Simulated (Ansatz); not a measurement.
The same molecule with X = O, S, Se. Ansatz, PBE0-D4/def2-TZVP geometries, multiplicity 1. Each molecule was computed in one conformer, which needn't be the lowest.

Scalar relativity is left out up to krypton. Spin–orbit coupling is left out; it splits and shifts lone-pair levels of the heavy atoms by tenths of an eV.

```json
{"X": "S", "molecule": "`N[SiH]([SiH3])S`", "mean X–H bond length / Å": "1.344", "mean X–Si bond length / Å": "2.161", "LUMO energy (PBE/def2-TZVPP) / eV": "-1.11", "HOMO–LUMO gap (ωB97M-V/def2-TZVPP) / eV": "10.53", "HOMO energy (ωB97M-V/def2-TZVPP) / eV": "-9.13"}
{"X": "Se", "molecule": "`N[SiH]([SiH3])[SeH]`", "mean X–H bond length / Å": "1.468", "mean X–Si bond length / Å": "2.293", "LUMO energy (PBE/def2-TZVPP) / eV": "-1.12", "HOMO–LUMO gap (ωB97M-V/def2-TZVPP) / eV": "10.31", "HOMO energy (ωB97M-V/def2-TZVPP) / eV": "-8.89"}
```

(1) Give the row for X = O, `N[SiH](O)[SiH3]`. (Estimate.)

Answers

(1) The calculation gave: 
```
X           molecule  mean X–H bond length / Å  mean X–Si bond length / Å  LUMO energy (PBE/def2-TZVPP) / eV  HOMO–LUMO gap (ωB97M-V/def2-TZVPP) / eV  HOMO energy (ωB97M-V/def2-TZVPP) / eV
O  `N[SiH](O)[SiH3]`                     0.959                      1.654                              -0.74                                    11.32                                  -9.63
```

From O to Se the mean X–H bond length rises at each step, by 0.509 Å in all; the mean X–Si bond length rises at each step, by 0.639 Å in all; the LUMO energy (PBE/def2-TZVPP) falls at each step, by 0.38 eV in all; the HOMO–LUMO gap (ωB97M-V/def2-TZVPP) falls at each step, by 1.01 eV in all; the HOMO energy (ωB97M-V/def2-TZVPP) rises at each step, by 0.74 eV in all. Bonds lengthen as the atom grows down the group.

Positive LUMOs are unbound, so they and the gaps depend on the basis.
